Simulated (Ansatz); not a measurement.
Consider the ligand exchange at a Zn–S bond: `[SH][Zn][Cl]` + H–F → `[F][Zn][Cl]` + H₂S.

Computed with Ansatz on PBE0-D4/def2-TZVP structures; ΔE is electronic, products minus reactants. CBS: MP2 limit from def2 TZ/QZ plus the TZ coupled-cluster correction, frozen cores. This one scheme is used for every species. DFT in def2-TZVPP. B3LYP here is the variant with VWN-RPA as its local correlation; programs differ in this. HSE06 is defined as in plane-wave codes. For Zn outer-core shells are correlated without core-valence functions, which leaves a few kJ/mol of doubt a bond. Scalar relativity is left out up to krypton. One conformer a species, not always the lowest.

```tsv
level	ΔE (kJ/mol)	difference from CCSD(T)/CBS
LDA (SPW92)	39.9	7.4
PBE-D4	34.5	2.0
BLYP-D4	23.9	-8.6
r2SCAN-D4	31.0	-1.5
B97M-V	24.4	-8.1
PBE0-D4	39.5	7.0
B3LYP-D4	28.9	-3.6
r2SCANh-D4	33.6	1.1
r2SCAN0-D4	36.8	4.3
HSE06-D4	39.9	7.4
BHLYP-D4	31.1	-1.4
CAM-B3LYP-D4	23.8	-8.7
ωB97X-V	25.5	-7.0
ωB97M-V	31.3	-1.2
PBE-QIDH	37.9	5.4
PBE	32.0	-0.5
BLYP	19.0	-13.5
PBE0	37.3	4.8
B3LYP	24.7	-7.8
r2SCANh	32.9	0.4
r2SCAN0	36.0	3.5
HSE06	37.7	5.2
BHLYP	26.7	-5.8
CAM-B3LYP	21.4	-11.1
LC-ωPBE	25.8	-6.7
RPA@PBE/def2-TZVPP	22.3	-10.2
MP2/def2-SVP	18.3	-14.2
CCSD/def2-SVP	12.8	-19.7
CCSD(T)/def2-SVP	14.3	-18.2
HF/def2-TZVPP	22.4	-10.1
MP2/def2-TZVPP	36.4	3.9
SCS-MP2/def2-TZVPP	27.9	-4.6
CCSD/def2-TZVPP	28.3	-4.2
CCSD(T)/def2-TZVPP	30.6	-1.9
HF/def2-QZVPP	16.5	-16.0
MP2/def2-QZVPP	35.5	3.0
SCS-MP2/def2-QZVPP	27.0	-5.5
HF/CBS(def2)	15.7	-16.8
MP2/CBS(def2)	38.4	5.9
CCSD/CBS(def2)	30.3	-2.2
CCSD(T)/CBS	32.5	0
```

(1) What do rigid-rotor, harmonic-oscillator terms from PBE0-D4/def2-TZVP frequencies (298.15 K, 1 bar) make of the CCSD(T)/CBS value? (Best estimate.)

Largest T1 diagnostic among the species: 0.016.

Results:

(1) Ansatz gave: ΔZPE = -2.9 kJ/mol, ΔH = +28.4 kJ/mol, ΔS = -4 J/(mol·K), ΔG = +29.5 kJ/mol.

From PBE to PBE0 (25 % exact exchange), in def2-TZVPP and without D4, ΔE moves by +5.3 kJ/mol. Leaving LDA and LC-ωPBE aside and taking each functional with its dispersion term where it has one, the values spread over 16.0 kJ/mol, from CAM-B3LYP-D4 to HSE06-D4. LDA lies +7.9 kJ/mol from PBE without D4.
